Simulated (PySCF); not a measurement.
## Quadrupolar nuclei of `C[C@@H]1[C@@H](F)COS1(=O)=O` in NMR

C4H7FO3S.
Z-matrix (Å and degrees, GFN2-xTB geometry), rows numbered from 1:
```
C 
C   1  1.5108
C   2  1.5192  1  115.82
F   3  1.3805  2  110.14  1   112.92
C   3  1.5451  2  108.25  1  -127.82
O   5  1.4038  3  109.15  2   -20.21
S   6  1.6214  5  105.94  3    43.61
O   7  1.4285  2  108.65  1    41.55
O   7  1.4203  2  114.03  1   -93.61
H   1  1.0870  2  109.69  3   179.76
H   1  1.0885  2  111.05  3   -59.84
H   1  1.0876  2  109.50  3    61.21
H   2  1.0885  1  112.76  3   127.99
H   3  1.0954  2  112.68  1    -4.62
H   5  1.0914  3  110.34  2  -138.51
H   5  1.0953  3  109.72  2    99.53
```

Computed at PBE0/pcSseg-1 (PySCF, non-relativistic):

| atom | environment | nucleus | spin I | Q (b) | CQ = χzz (MHz) | η |
| --- | --- | --- | --- | --- | --- | --- |
| O6 | oxygen bonded to C and S | 17O | 5/2 | -0.0256 | 10.860 | 0.897 |
| S7 | sulfonyl sulfur | 33S | 3/2 | -0.0678 | -14.790 | 0.129 |
| O8 | sulfonyl oxygen | 17O | 5/2 | -0.0256 | -7.487 | 0.167 |
| O9 | sulfonyl oxygen | 17O | 5/2 | -0.0256 | -7.797 | 0.297 |

Q: Give the quadrupolar product PQ = |CQ|√(1 + η²/3), the quadrupolar frequency νQ = 3|CQ|/[2I(2I − 1)] and the Larmor frequency ν0 = |g| × 7.62259 MHz/T × B at 11.75 T, with g(17O) = −0.75752, g(33S) = 0.42921.

A: 
| atom | PQ (MHz) | νQ (MHz) | ν0 (MHz) | νQ/ν0 |
| --- | --- | --- | --- | --- |
| O6 | 12.23 | 1.629 | 67.85 | 0.024 |
| S7 | 14.83 | 7.395 | 38.44 | 0.192 |
| O8 | 7.521 | 1.123 | 67.85 | 0.017 |
| O9 | 7.911 | 1.170 | 67.85 | 0.017 |

For O6: PQ = 10.86 × 1.1263, νQ = 10.86 × 0.1500, ν0 = 5.7742 MHz/T × 11.75 T.

Q: Second-order quadrupolar shift of the central transition's centre of gravity (half-integer spins, νQ < ν0/10) at 11.75, 14.1 and 18.8 T.

A: From −(3/40)(PQ/ν0)²[I(I + 1) − 3/4]/[I(2I − 1)]², which goes as 1/B² (ppm):

```csv
site,11.75 T,14.1 T,18.8 T
17O at O6,-195,-135,-76.2
17O at O8,-73.7,-51.2,-28.8
17O at O9,-81.6,-56.6,-31.9
```

Q: In the extreme-narrowing limit, with isotropic tumbling and one correlation time, the quadrupolar linewidth goes as PQ². What relative widths follow for the 17O sites?

A: O6 1, O9 0.42, O8 0.38, with O6 as 1.

Q: Take a correlation time of 10 ps, isotropic tumbling and extreme narrowing. What quadrupolar relaxation rates and linewidths follow?

A: Rate = (3π²/10) PQ² τc (2I + 3)/[I²(2I − 1)], the same for T1 and T2; width = rate/π.

```json
{"site": "17O at O6", "spin factor (2I + 3)/[I²(2I − 1)]": "0.320", "1/T1 (s⁻¹)": "1420", "T1 (ms)": "0.705", "linewidth (Hz)": "451"}
{"site": "33S at S7", "spin factor (2I + 3)/[I²(2I − 1)]": "1.333", "1/T1 (s⁻¹)": "8680", "T1 (ms)": "0.115", "linewidth (Hz)": "2760"}
{"site": "17O at O8", "spin factor (2I + 3)/[I²(2I − 1)]": "0.320", "1/T1 (s⁻¹)": "536", "T1 (ms)": "1.87", "linewidth (Hz)": "171"}
{"site": "17O at O9", "spin factor (2I + 3)/[I²(2I − 1)]": "0.320", "1/T1 (s⁻¹)": "593", "T1 (ms)": "1.69", "linewidth (Hz)": "189"}
```

The couplings are those of the rigid, isolated species; surroundings and motion change them. GFN2-xTB bond lengths can be off by several hundredths of an ångström, more for odd bonds, and the gradients follow them. The small basis limits the accuracy of the gradients.

One conformer stands for the species.
